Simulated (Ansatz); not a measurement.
Start from `[OH][Sn]([OH])([OH])[Cl]` and change one atom or group to get `[OH][Sn]([OH])([OH])[Br]`.

Ansatz, PBE0-D4/def2-TZVP geometries, multiplicity 1. Each molecule was computed in one conformer, which needn't be the lowest.

Elements past krypton have def2 core potentials. Scalar relativity is left out up to krypton.

```
                                          property  `[OH][Sn]([OH])([OH])[Cl]`
  size of the dipole moment (B3LYP/def2-TZVPP) / D                        1.34
size of the dipole moment (ωB97M-V/def2-TZVPP) / D                        1.34
               LUMO energy (B3LYP/def2-TZVPP) / eV                       -2.36
                HOMO energy (PBE0/def2-TZVPP) / eV                       -9.30
                 HOMO energy (PBE/def2-TZVPP) / eV                       -7.55
             HOMO–LUMO gap (B3LYP/def2-TZVPP) / eV                        6.65
```

Q: Give the same properties after the change, and the shifts. (An estimate is asked.)

A: Ansatz gave: 
| property | `[OH][Sn]([OH])([OH])[Br]` | shift |
| --- | --- | --- |
| size of the dipole moment (B3LYP/def2-TZVPP) / D | 1.27 | -0.07 |
| size of the dipole moment (ωB97M-V/def2-TZVPP) / D | 1.28 | -0.06 |
| LUMO energy (B3LYP/def2-TZVPP) / eV | -2.46 | -0.10 |
| HOMO energy (PBE0/def2-TZVPP) / eV | -8.88 | 0.42 |
| HOMO energy (PBE/def2-TZVPP) / eV | -7.42 | 0.13 |
| HOMO–LUMO gap (B3LYP/def2-TZVPP) / eV | 6.14 | -0.51 |

With PBE0 the HOMO rises by 0.42 eV and the LUMO falls by 0.11 eV, so the gap narrows by about 0.53 eV. PBE moves the HOMO by 0.13 eV and ωB97M-V by 0.58 eV. Dipoles are sizes alone; their direction can turn.

B3LYP here is the variant with VWN-RPA as its local correlation; programs differ in this.

Spin–orbit coupling is left out; it splits and shifts lone-pair levels of the heavy atoms by tenths of an eV.
